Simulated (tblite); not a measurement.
A tight-binding relaxation on `C=CC1(C=C)CSBO1`.

Computed with GFN2-xTB geometry optimisation, gas phase (tblite 0.8.0). Start geometry: from a force field or distance geometry. The command runs a driver script over a list of jobs; the input below is this job's line of settings and its coordinates in Å.

Command:
```bash
OMP_NUM_THREADS=1 python probes_run.py task.json out
```

Input:
```
{"job": {"kind": "relax", "xc": "GFN2-xTB", "basis": "xTB"}, "charge": 0, "multiplicity": 1}
C     -1.547100    -0.130200     1.590100
C     -0.789800    -0.804800     0.738500
C      0.209700    -0.158400    -0.160600
C     -0.625800     0.367900    -1.315900
C     -0.863700     1.651700    -1.364300
C      1.038900    -1.246200    -0.715600
S      2.514200    -1.238800     0.361000
B      2.113100     0.489700     1.027100
O      0.843300     0.783400     0.506900
H     -1.523900     0.963600     1.677600
H     -2.267900    -0.633600     2.242300
H     -0.893200    -1.894200     0.737300
H     -1.028400    -0.324600    -2.065100
H     -0.426900     2.271000    -0.571500
H     -1.460700     2.122600    -2.173000
H      1.425300    -0.893500    -1.703300
H      0.579400    -2.229000    -0.796500
H      2.694500     0.909700     1.973500
```

Output:
```
step      E/eV     max force
  0    -706.28970    5.103
  1    -706.82767    1.469
  2    -706.92758    1.141
  3    -707.01257    0.682
  4    -707.06714    0.530
  5    -707.11620    0.459
  6    -707.12850    0.315
  7    -707.14394    0.278
  8    -707.15296    0.277
  9    -707.16154    0.328
... (70 lines left out)
 80    -707.25398    0.015
 81    -707.25401    0.014
 82    -707.25404    0.013
 83    -707.25407    0.016
 84    -707.25409    0.015
 85    -707.25413    0.022
 86    -707.25417    0.019
 87    -707.25421    0.015
 88    -707.25423    0.012
 89    -707.25424    0.007
```

«max force» is the largest atomic force in eV/Å.

Question: From which step on does the largest force stay under 0.1 eV/Å, and how much energy is left to gain from there?

Answer: From step 72 (0.078 eV/Å), 2.3 meV above the end.

In short: energy lowered by 22.2 kcal/mol over 89 steps; largest atomic force 0.007 eV/Å at the end.

Question: Estimate the wall time. Hardware: one thread of an Arm Neoverse N1, no GPU, shared host.

Answer: About 1.2 s.
Labels such as C1 count atoms from 1, the log's own numbers from 0.
